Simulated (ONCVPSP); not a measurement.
**LDA (Perdew-Wang 92) ONCV dataset for Ca, scalar-relativistic all-electron reference.**

ONCVPSP 4.0.1 input, shortened (lines: element, Z, core and valence counts, functional; n l f; lmax; l rc ep ncon nbas qcut; lloc lpopt rc5 dvloc0; l nproj debl; icmod fcfact rcfact), LDA (Perdew-Wang 92), scalar-relativistic:

```
  Ca 20.00    3    3  -001012      upf
    1    0    2.00
    2    0    2.00
    2    1    6.00
    3    0    2.00
    3    1    6.00
    4    0    2.00
    3
    0    1.75    0.00    5    9    8.70
    1    1.30    0.00    5    9    7.40
    2    1.40    0.02    4    7    6.60
    3    1.40    0.07    4    8    7.00
    4    5    1.05   -1.00
    0    2    2.70
    1    2    3.80
    2    2    1.80
    3    2    3.90
    0    0.00    0.00
```

In the d channel the program set the typed energies aside and used 0.050, 1.850 Ha.

What the tests gave:

| Property | Result |
| --- | --- |
| Cutoffs needed | 24 Ha and 54 Ha (the cutoffs (Ha) at which the residual kinetic energy of the hardest occupied pseudo-wave falls to 1 and 0.1 mHa per electron) |
| Ghost test | no bound ghost flagged; GHOST(+) flagged for s at 278.1 eV |
| Largest excitation error | +4.8 meV (all-electron minus pseudo) for 3s2 3p6 3d1 4s0, out of 4 test configurations |

Generation and tests took about 5.4 s on one core of a shared server CPU.
